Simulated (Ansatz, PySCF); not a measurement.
Complex: H2O (SMILES O) (first 3 atoms) with CH2O (SMILES C=O); geometry from B3LYP-D3(BJ)/def2-TZVP.
(charge 0, multiplicity 1):
```csv
atom,x (Å),y (Å),z (Å)
O,0.2747,-0.1146,0.5396
H,-0.4627,-0.4410,1.0783
H,-0.0426,-0.1115,-0.3678
C,-0.3464,-0.3362,3.5863
O,-1.2253,-0.7603,2.8809
H,0.5738,0.1012,3.1637
H,-0.4289,-0.3694,4.6874
```

Counterpoise-corrected where a basis set is named; no monomer relaxation.

Rows in 6-31G* carry no dispersion term and start afresh at each structure (6-31G* with six Cartesian d functions).

The values were computed with Ansatz (an electronic-structure program); PySCF for 6-31G* rows, the dispersion terms. 

One of these levels gives -117.5 meV for the interaction energy. Which?
A. CAM-B3LYP-D3(BJ)/def2-TZVPPD
B. HF/6-31G*
C. revPBE/def2-TZVPPD

C, revPBE/def2-TZVPPD. The others give -172.8 (HF/6-31G*), -254.5 (CAM-B3LYP-D3(BJ)/def2-TZVPPD)
